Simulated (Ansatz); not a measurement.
Basis-set extrapolation for C$_{5}$H$_{8}$OS (`O=C1CCSCC1`) (PBE0-D4/def2-TZVP geometry, frozen core, Ansatz 0.2.0). Multiplicity 1, RHF reference.

|  | def2-TZVPP | def2-QZVPP |
| --- | --- | --- |
| HF | -666.509872 | -666.533195 |
| MP2 correlation | -1.233561 | -1.320338 |
| CCSD(T) correlation | -1.342424 | not run |

Energies in hartree. Use E(X) = E(∞) + A·exp(−7.88·√X) for Hartree–Fock and E(X) = E(∞) + B·X^(−2.97) for correlation, with X = 3 and 4, and add CCSD(T) minus MP2 of the smaller set to the MP2 limit.

What is the CCSD(T) energy at the basis-set limit?

HF limit: -666.533195 + (-0.023323) × 0.13774 = -666.53641. MP2 limit: -1.320338 + (-0.086777) × 0.74074 = -1.38462. Higher-order term: -1.342424 − (-1.233561) = -0.10886. Total: -668.02989 hartree, 4.83 eV below CCSD(T)/def2-TZVPP.
